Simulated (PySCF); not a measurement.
Computed data sheet: `COC1=CSC=CC1=O`

Species: C6H6O2S.
Numbering: `[CH3:1][O:2][c:3]1[cH:4][s:5][cH:6][cH:7][c:8]1=[O:9]` (hydrogens: H10, H11, H12 on C1; H13 on C4; H14 on C6; H15 on C7)

**GFN2-xTB geometry**

* Point group of the GFN2-xTB geometry: Cs
* Rotational constants A, B, C of the GFN2-xTB geometry: 2.124, 1.272, 0.799 GHz

PBE0/def2-SVPD ground state and vertical TDDFT (core frozen in the response) (PySCF):

* Dipole moment: 4.48 D
* HOMO energy: -6.59 eV
* LUMO energy: -1.59 eV
* HOMO–LUMO gap: 5.00 eV
* Lowest singlet excitation: 3.80 eV (326 nm, f = 0.000)
* Strongest line among the 6 lowest singlet transitions: S2 at 4.51 eV (275 nm, f = 0.172)
* Lowest triplet excitation (Tamm–Dancoff): 2.96 eV
* Static isotropic polarisability: 99.2 au
* Electronic spatial extent ⟨r²⟩ about the centre of nuclear charge: 1371 bohr²

**PBE0/pcSseg-1 ground state and GIAO shieldings, non-relativistic (PySCF)**

* Lowest Hirshfeld atomic charge: -0.27 e on O9
* Highest Hirshfeld atomic charge: +0.11 e on S5/C8
* 13C chemical shifts (computed TMS as zero) by class: 175.0 (C8), 162.4 (C3), 140.9 (C6), 137.6 (C7), 107.8 (C4), 55.1 (C1) ppm
* 1H chemical shifts (computed TMS as zero) by class: 7.43 (H14), 7.10 (H15), 5.90 (H13), 3.82 (H10/H11/H12) ppm
* Isotropic shieldings of nuclei other than C and H, by class: -241 (O9), 211 (O2), 393 (S5) ppm
* Mayer bond orders between heavy atoms: C1–O2 0.91, O2–C3 1.11, C3–C4 1.60, C4–S5 1.09, S5–C6 1.15, C6–C7 1.67, C7–C8 1.15, C8–O9 1.91, C8–C3 0.98

Monoisotopic mass (most abundant isotopes): 142.0089 u.

No computed singlet falls in the visible range (750 to 380 nm, 1.65 to 3.26 eV); S1 lies 0.54 eV above its blue end. The dipole equals about 14.9 × 10⁻³⁰ C·m (1 D = 3.33564 × 10⁻³⁰ C·m). The largest Löwdin shares of the LUMO are 0.21 on O9, 0.19 on C6, 0.18 on C8 and 0.15 on S5. The vertical singlet–triplet gap S1 − T1 is 0.84 eV (TDDFT singlet less Tamm–Dancoff triplet; S1: HOMO−1→LUMO, weight 0.98; T1: HOMO→LUMO, weight 0.94). With B = h/(8π²I), that is 505.379 GHz u Å² over I, the principal moments of inertia are 238.0, 397.4 and 632.1 u Å² (most abundant isotopes); the inertial defect Ic − Ia − Ib is -3.3 u Å² (zero for a rigid planar frame, negative otherwise).

The structure is a single GFN2-xTB conformer in the gas phase; no vibrational or solvent corrections. NMR classes are plain means over equivalent atoms (diastereotopic ones count apart unless rotation or inversion swaps them), as if these changed places fast; in this geometry the members of some classes differ.

The values belong to the conformer `[CH3:1][O:2][c:3]1[cH:4][s:5][cH:6][cH:7][c:8]1=[O:9]`: C1–O2–C3–C4 0°.
